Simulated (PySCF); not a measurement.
Computed magnetic data of one metal complex (SC-NEVPT2 in the d shell, PySCF, with spin-orbit coupling):

```csv
T / K,χT / cm³ K mol⁻¹,μeff / μB
2,0.032,0.50
5,0.034,0.52
10,0.037,0.54
20,0.044,0.59
30,0.050,0.63
50,0.063,0.71
75,0.080,0.80
100,0.096,0.88
150,0.129,1.01
200,0.163,1.14
250,0.197,1.25
300,0.229,1.35
```

Powder magnetisation at 2 K: 0.01 μB at 0.5 T, 0.03 μB at 1 T, 0.06 μB at 2 T, 0.08 μB at 3 T, 0.13 μB at 5 T, 0.17 μB at 7 T.

Which of these complexes, all computed at model or optimised geometries, gave the data?
A. [CuF4]2- (d9, square planar)
B. [Cu(H2O)6]2+ (d9, octahedral)
C. [ZrCl6]3- (d1, octahedral)
D. Nb(NH2)4 (d1, tetrahedral)

C. [ZrCl6]3- (d1, octahedral) has NEVPT2: 2S+1 = 2, 1.35 μB at 300 K, 0.54 μB at 10 K, 0.17 μB at 7 T. The others: Nb(NH2)4 (d1, tetrahedral) has NEVPT2: 2S+1 = 2, 1.70 μB at 300 K, 1.69 μB at 10 K, 0.95 μB at 7 T; [CuF4]2- (d9, square planar) has NEVPT2: 2S+1 = 2, 1.97 μB at 300 K, 1.93 μB at 10 K, 1.10 μB at 7 T; [Cu(H2O)6]2+ (d9, octahedral) has NEVPT2: 2S+1 = 2, 2.03 μB at 300 K, 1.97 μB at 10 K, 1.13 μB at 7 T.

The d shell alone is too small an active space for Nb(NH2)4 (an active orbital has only 0.59 squared overlap with the free ion's shell): its levels, fitted parameters, g values and moments show what this model gives and aren't sound predictions.

On [ZrCl6]3-: No frequencies were computed for the optimised geometry. 2B2g (from 2T2g) (220 cm⁻¹), 2Ag (from 2T2g) (246 cm⁻¹) lie within 300 cm⁻¹ of 2B3g (from 2T2g) at NEVPT2 level, inside the method's error: they are parts of one split term, whose order is undecided, and g values and low-temperature moments can hang on it. An active orbital has only 0.71 squared overlap with the free ion's shell, so the metal shell alone is a small active space here.
